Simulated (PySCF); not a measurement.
**From orbital energies to excitation energies**

C7H15Al.
SMILES: `CCC[C@H]1C[CH2][AlH][CH2]1`

The calculation used PySCF, TDDFT PBE0/def2-SVPD, vertical, gas phase, core orbitals frozen in the response. The structure is a single PBE0-D3(BJ)/def2-SVP conformer in the gas phase; no vibrational or solvent corrections.

Orbital energies (eV): HOMO-3 -8.71, HOMO-2 -8.61, HOMO-1 -7.60, HOMO -7.02, LUMO -0.97, LUMO+1 0.27, LUMO+2 0.81.

Problem. Among the lowest singlets, which states do these configurations lead, and at what energies: HOMO-1→LUMO+2, HOMO→LUMO+1, HOMO-1→LUMO, HOMO→LUMO+2, HOMO-2→LUMO, HOMO-1→LUMO+1, HOMO→LUMO, HOMO-3→LUMO?

Solution. 

```json
{"state": "S1", "leading configuration": "HOMO→LUMO", "weight": "0.99", "Δε (eV)": "6.05", "E (eV)": "4.60", "E − Δε (eV)": "-1.45", "f": "0.0001", "other configurations": "–"}
{"state": "S2", "leading configuration": "HOMO-1→LUMO", "weight": "0.98", "Δε (eV)": "6.63", "E (eV)": "5.20", "E − Δε (eV)": "-1.43", "f": "0.0003", "other configurations": "–"}
{"state": "S3", "leading configuration": "HOMO→LUMO+1", "weight": "0.98", "Δε (eV)": "7.28", "E (eV)": "6.18", "E − Δε (eV)": "-1.10", "f": "0.022", "other configurations": "–"}
{"state": "S4", "leading configuration": "HOMO-2→LUMO", "weight": "0.81", "Δε (eV)": "7.64", "E (eV)": "6.62", "E − Δε (eV)": "-1.03", "f": "0.0053", "other configurations": "H-3→L (17%)"}
{"state": "S5", "leading configuration": "HOMO-3→LUMO", "weight": "0.76", "Δε (eV)": "7.74", "E (eV)": "6.70", "E − Δε (eV)": "-1.04", "f": "0.0004", "other configurations": "H-2→L (16%)"}
{"state": "S6", "leading configuration": "HOMO→LUMO+2", "weight": "0.93", "Δε (eV)": "7.82", "E (eV)": "6.79", "E − Δε (eV)": "-1.04", "f": "0.096", "other configurations": "–"}
{"state": "S7", "leading configuration": "HOMO-1→LUMO+1", "weight": "0.95", "Δε (eV)": "7.87", "E (eV)": "6.88", "E − Δε (eV)": "-0.99", "f": "0.013", "other configurations": "–"}
{"state": "S9", "leading configuration": "HOMO-1→LUMO+2", "weight": "0.61", "Δε (eV)": "8.41", "E (eV)": "7.22", "E − Δε (eV)": "-1.19", "f": "0.019", "other configurations": "H→L+4 (17%)"}
```

E − Δε runs from -1.45 to -0.99 eV. Among themselves, these states come in the order of their orbital differences. Δε is the difference of the two orbital energies.

H and L stand for HOMO and LUMO. The other states: S8 7.11 eV, f 0.0034, H-4→L (74%), H-5→L (16%); S10 7.28 eV, f 0.012, H→L+3 (46%), H→L+6 (28%), H→L+4 (15%).

Problem. Pair triplets and singlets of the same leading configuration (75% or more in both) and give the splittings.

Solution. 

```csv
configuration,triplet,E(T) (eV),singlet,E(S) (eV),E(S) − E(T) (eV)
HOMO→LUMO,T1,4.30,S1,4.60,+0.30
HOMO-1→LUMO,T2,4.81,S2,5.20,+0.39
HOMO→LUMO+1,T3,5.85,S3,6.18,+0.33
```

The 4 triplets are Tamm–Dancoff values, the singlets full response.

Summed over the main configurations (up to three a state, each over 8%) of all 10 singlets, the electron leaves HOMO with weight 3.96, HOMO-1 with weight 2.54, HOMO-2 with weight 0.96 and HOMO-3 with weight 0.92.

The vertical ionisation energy (ΔSCF) is 8.82 eV, 1.55 eV above S10.
